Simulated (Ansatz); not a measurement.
`[NH2][InH][Br]` + H₂O → `[OH][InH][Br]` + NH₃ at 298.15 K and 1 bar (formal hydrolysis of the In–N bond).

Gas-phase electronic energies from Ansatz, PBE0-D4/def2-TZVP geometries. CBS: MP2 limit from def2 TZ/QZ plus the TZ coupled-cluster correction, frozen cores. This one scheme is used for every species. def2 core potentials past Kr. For Br, In outer-core shells are correlated without core-valence functions, which leaves a few kJ/mol of doubt a bond. Scalar relativity is left out up to krypton. Each species was taken in one conformer, which may not be the lowest.

```json
{"species": "`[NH2][InH][Br]`", "CCSD(T)/CBS energy (Eh)": "-2819.69701", "H − E (kJ/mol)": "100.8", "S (J/(mol·K))": "332.9"}
{"species": "H₂O", "CCSD(T)/CBS energy (Eh)": "-76.37941", "H − E (kJ/mol)": "66.4", "S (J/(mol·K))": "188.7"}
{"species": "`[OH][InH][Br]`", "CCSD(T)/CBS energy (Eh)": "-2839.57190", "H − E (kJ/mol)": "68.3", "S (J/(mol·K))": "325.9"}
{"species": "NH₃", "CCSD(T)/CBS energy (Eh)": "-56.50880", "H − E (kJ/mol)": "100.5", "S (J/(mol·K))": "192.4"}
```

H − E and S are ideal-gas, rigid-rotor, harmonic terms from PBE0-D4/def2-TZVP, for one conformer and one mirror image of each species. 1 Eh = 2625.50 kJ/mol, R = 8.31446 J/(mol·K).

Problem. By hand: ΔE, ΔH, ΔS and ΔG.

Solution. ΔE = (-2839.57190) + (-56.50880) − (-2819.69701) − (-76.37941) = -0.00428 Eh = -11.2 kJ/mol. Δ(H − E) = 68.3 + 100.5 − 100.8 − 66.4 = 1.6, so ΔH = -9.6 kJ/mol. ΔS = 325.9 + 192.4 − 332.9 − 188.7 = -3.3 J/(mol·K). ΔG = -9.6 − 298.15 × (-3.3)/1000 = -8.6 kJ/mol.

Problem. By hand: the equilibrium constant, and the temperature at which ΔG would vanish if ΔH and ΔS stayed fixed.

Solution. log₁₀ K = −ΔG/(RT ln 10) = 1.5. ΔG = 0 at ΔH/ΔS = 2909 K, far beyond where these terms or the molecules hold.

The number of gas molecules stays the same, so ΔS is small and ΔH decides. A doubt of 5 kJ/mol in ΔE shifts log₁₀ K by 0.9 here. Other conformers and mirror images would add mixing entropy, several J/(mol·K) or more a flexible species. These are equilibria of isolated gas molecules and say nothing of rates. Largest T1 diagnostic: 0.014 (customary marks: 0.02 for closed shells, 0.045 for open ones).
